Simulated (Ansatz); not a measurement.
`[CH3][GeH]([OH])[SeH]` + HCl → `[CH3][GeH]([OH])[Cl]` + H₂Se  (ligand exchange at a Ge–Se bond)

Calculated with Ansatz (gas phase, PBE0-D4/def2-TZVP geometries, no zero-point term in ΔE). CCSD(T)/CBS is the MP2 limit (def2-TZVPP, def2-QZVPP) plus CCSD(T) − MP2 in def2-TZVPP, frozen cores. This one scheme is used for every species. Functionals use def2-TZVPP. B3LYP here is the variant with VWN-RPA as its local correlation; programs differ in this. For Ge, Se outer-core shells are correlated without core-valence functions, which leaves a few kJ/mol of doubt a bond. Scalar relativity is left out up to krypton. Each species was taken in one conformer, which may not be the lowest.

`[CH3][GeH]([OH])[SeH]`:

```xyz
10

C     1.183    0.852   -0.024
Ge   -0.085   -0.562    0.346
O    -0.232   -1.438   -1.198
Se   -2.201    0.232    1.027
H     1.366    1.440    0.875
H     2.121    0.415   -0.371
H     0.786    1.501   -0.805
H     0.334   -1.525    1.475
H    -0.970   -2.053   -1.199
H    -2.302    1.138   -0.125
```

HCl:

Cartesian coordinates in Å:
```
Cl 0.062 -0.593 -0.231
H -0.062 0.593 0.231
```

`[CH3][GeH]([OH])[Cl]`:

Z-matrix (Å, degrees):
```
C
Ge 1 1.936
H 1 1.090 2 110.0
H 1 1.091 2 109.7 3 120.3
H 1 1.090 2 109.7 3 -119.6
O 2 1.770 1 112.1 3 179.9
Cl 2 2.165 1 107.0 3 61.9
H 2 1.530 1 116.5 3 -59.2
H 6 0.960 2 113.1 1 -65.0
```

H₂Se:

```xyz
3

Se    0.366   -0.331    0.474
H     0.622    0.100   -0.904
H    -0.988    0.231    0.430
```

```csv
level,ΔE (kJ/mol),difference from CCSD(T)/CBS
PBE-D4,-14.7,1.5
r2SCAN-D4,-19.3,-3.1
PBE0-D4,-16.4,-0.2
B3LYP-D4,-19.0,-2.8
ωB97X-V,-22.5,-6.3
ωB97M-V,-21.4,-5.2
B2PLYP,-20.8,-4.6
PBE,-16.8,-0.6
r2SCAN,-19.9,-3.7
PBE0,-18.3,-2.1
B3LYP,-22.5,-6.3
HF/def2-TZVPP,-31.4,-15.2
MP2/def2-TZVPP,-15.5,0.7
SCS-MP2/def2-TZVPP,-18.9,-2.7
CCSD/def2-TZVPP,-19.0,-2.8
CCSD(T)/def2-TZVPP,-17.4,-1.2
HF/def2-QZVPP,-32.1,-15.9
MP2/def2-QZVPP,-15.1,1.1
SCS-MP2/def2-QZVPP,-19.0,-2.8
HF/CBS(def2),-32.2,-16.0
MP2/CBS(def2),-14.3,1.9
CCSD/CBS(def2),-17.7,-1.5
CCSD(T)/CBS,-16.2,0
```

Largest T1 diagnostic among the species: 0.010.

The D4 term adds +3.5 kJ/mol with B3LYP and +2.0 kJ/mol with PBE0; it sums over pairs of atoms, weighted by their polarisabilities, and B3LYP, whose exchange is more repulsive, gets the larger term. In def2-TZVPP, CCSD(T) changes the Hartree–Fock value by +14.0 kJ/mol (the triples alone add +1.5 kJ/mol) and MP2 by +15.9 kJ/mol.
